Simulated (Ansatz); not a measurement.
Species: sum formula NaOH, net charge 1, doublet state. 
Geometry from a B3LYP-D3(BJ)/def2-TZVP (Ansatz, an electronic-structure program) optimisation:
```xyz
3

Na     0.0000     0.0000    -1.0648
O      0.0000     0.0000     1.1927
H      0.0000     0.0000     2.1705
```
Charge +1, spin multiplicity 2.

Basis-set convergence of Hartree-Fock and CCSD correlation energies (hartree) with Ansatz. Cores are frozen in the correlated levels unless marked. Open shells are spin-unrestricted. Spin-orbit coupling is left out. No relativistic terms.

```json
[
 {"basis": "def2-SVPD", "functions": "49", "E(HF)": "-236.97448", "E(corr, CCSD)": "-0.17128"},
 {"basis": "def2-TZVPPD", "functions": "92", "E(HF)": "-237.12107", "E(corr, CCSD)": "-0.21218"},
 {"basis": "def2-QZVPPD", "functions": "157", "E(HF)": "-237.13073", "E(corr, CCSD)": "-0.22744"}
]
```

Extrapolating the two largest sets (X = 3 and 4) as X^-3: E(corr) = (64·(-0.22744) - 27·(-0.21218))/37 = -0.2386 Eh, an estimate of the basis-set limit. The largest set recovers 95.3 % of it, the smallest 71.8 %.
